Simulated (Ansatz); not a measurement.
Be₂O₂⁻, that is (BeO)2 ring with one electron more. The state is a doublet with charge -1. Geometry PBE-D4/def2-TZVP, that of the neutral singlet; atoms count from 1.

| atom | x (Å) | y (Å) | z (Å) |
| --- | --- | --- | --- |
| Be1 | 0.319 | 0.532 | -0.609 |
| O2 | 0.242 | 0.832 | 0.854 |
| Be3 | -0.319 | -0.532 | 0.609 |
| O4 | -0.242 | -0.832 | -0.854 |

The highest occupied level of the charge -1 doublet lies above zero (up to 0.50 eV). By energy differences its removal costs 1.08 eV (vertical, to the charge 0 singlet, at PBE0-D4/def2-TZVPD); a positive level beside a positive removal energy at the same level points to self-interaction error.

Estimate the Mulliken populations from the PBE0/def2-TZVPD orbitals of Ansatz.


```csv
atom,charge (e),spin (α − β)
Be1,-0.60,0.69
O2,0.10,-0.19
Be3,-0.60,0.69
O4,0.10,-0.19
```
Mulliken values and Mayer orders depend strongly on the basis. With diffuse functions, as here, like atoms can get unlike values, and bond orders can come out too low or too high.

Where does the spin sit?

Summed by element: Be 1.38, O -0.38, of 1 unpaired in all. Largest on single atoms: Be3 0.69, Be1 0.69, O4 -0.19.

And the Mayer bond orders between bonded heavy atoms (over 0.3)?

Be1–O2 0.83 (1.50 Å); Be1–Be3 1.35 (1.74 Å); Be1–O4 0.83 (1.50 Å); O2–Be3 0.83 (1.50 Å); Be3–O4 0.83 (1.50 Å).
